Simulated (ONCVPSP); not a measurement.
# Cutoff test, As (Z = 33), ONCV

- Element: As (Z = 33)
- Generator: ONCVPSP 4.0.1
- Type: optimised norm-conserving Vanderbilt (ONCV)
- Functional: PBE
- Relativity: scalar-relativistic
- Frozen core: [Ne]
- Valence charge: 23
- Reference configuration: 3s2 3p6 3d10 4s2 4p3
- Partial waves: 3s+4s: rc 1.05 bohr, ncon 5, nbas 10, qcut 11 1/bohr, 2 projectors; 3p+4p: rc 1.00 bohr, ncon 4, nbas 8, qcut 17 1/bohr, 2 projectors; 3d: rc 0.80 bohr, ncon 4, nbas 9, qcut 23.1 1/bohr, 2 projectors, debl 2.8 Ha
- Local potential: polynomial inside 0.60 bohr (lpopt 2, dvloc0 0 Ha)
- Core correction: Teter function, fcfact 2, rcfact 1.65

Q: For each optimised wave give the share of its norm inside rc, the residual kinetic energy above qcut (Ha) and the cutoffs (Ha) for errors of 10, 1, 0.1 and 0.01 mHa per electron.

A:

```
         wave  norm inside rc  residual KE  10 mHa  1 mHa  0.1 mHa  0.01 mHa
           3s           0.963      7.4e-05    35.0   48.5     59.0     244.1
           4s           0.072      5.6e-05    17.4   45.7     57.6     136.4
           3p           0.926      1.3e-08    56.3   72.5     87.7     101.5
           4p           0.030      4.0e-10    37.9   54.3     69.2      82.4
           3d           0.711      2.7e-08   153.2  183.9    208.6     228.4
d projector 2           0.074      1.4e-08   133.0  168.7    197.7     221.1
```

The occupied waves need 184 Ha and 209 Ha for 1 and 0.1 mHa.
